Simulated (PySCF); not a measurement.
Compound: C6H11N.
Z-matrix (Å and degrees, GFN2-xTB geometry), rows numbered from 1:
```
C 
C   1  1.3174
C   2  1.5045  1  133.70
C   3  1.5401  2   88.65  1   171.39
C   2  1.5079  1  133.82  3   177.18
C   5  1.5387  2  114.07  1    72.73
N   6  1.4483  5  115.09  2   -68.23
H   1  1.0776  2  121.62  3     2.23
H   1  1.0780  2  122.15  3  -176.98
H   3  1.0899  2  113.66  1   -72.87
H   3  1.0894  2  115.15  1    53.12
H   4  1.0879  3  115.37  2   123.80
H   4  1.0875  3  113.52  2  -109.32
H   5  1.0940  2  114.63  1   -54.20
H   6  1.0936  5  109.17  2    52.62
H   6  1.0946  5  108.86  2   170.53
H   7  1.0152  6  110.33  5   -56.80
H   7  1.0147  6  109.75  5    61.68
```

Probes without a nucleus sit at each ring's centroid and 1 Å off its mean plane on both sides; NICS is minus the shielding there, NICSzz its component along the normal. Level: GIAO PBE0/pcSseg-1 (PySCF, non-relativistic, gas phase) on the GFN2-xTB geometry, one conformer.

Ring bond lengths (Å), with Mayer bond orders in brackets: C2–C3 1.505 (1.03), C3–C4 1.540 (1.05), C4–C5 1.543 (1.00), C5–C2 1.508 (0.95).

Question: What do the NICS probes read (ppm)?

Answer: 
```tsv
ring	type	NICS(0)	NICS(1), two faces	NICS(1)zz, two faces	rms pucker (Å)	centre to ring atoms, mean (Å)
C2–C3–C4–C5	4-membered carbocycle; formal bonds all single	2.9	-0.7 / -0.7	1.9 / 3.4	0.04	1.08
```

Question: What do they say, and how far can they be read as aromaticity?

Answer: 
- C2–C3–C4–C5: mean NICS(1)zz 2.6 ppm, near zero. C3, C4, C5 have four or more neighbours, so the value isn't read as a sign of a π ring current.

Question: Give the inner angles of the rings and the Hirshfeld charges of the ring atoms.

Answer: 
- C2–C3–C4–C5: C2 92.4° (+0.008 e), C3 88.7° (-0.073 e), C4 89.7° (-0.071 e), C5 88.4° (-0.036 e); sum 359.3° against 360° for a flat convex ring.

On an Intel Xeon Platinum 8488C with one thread, no GPU (shared host), this took 23 s wall and 0.78 GiB of memory at its peak. This is the whole shielding run at PBE0/pcSseg-1, SCF included.
